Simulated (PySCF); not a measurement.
## He⁺: ionisation energy

He⁺ 1s1 (2S) → He²⁺ (bare nucleus), as a difference of total energies. Computed with PySCF 2.14 in aug-cc-pVQZ with one added diffuse shell each of s, p, d, f type (6s5p4d3f, 62 functions), with no relativity, point nucleus. The calculations carry no spin-orbit coupling.

Question: Order these methods by the ionisation energy they give, lowest first.
A. PBE0
B. r2SCAN
C. B3LYP
D. PBE

Answer: D (54.249 eV), A (54.329 eV), C (54.382 eV), B (54.422 eV).

For comparison: 54.418 eV (theoretical estimate listed by NIST; NIST Atomic Spectra Database, ionization energies).
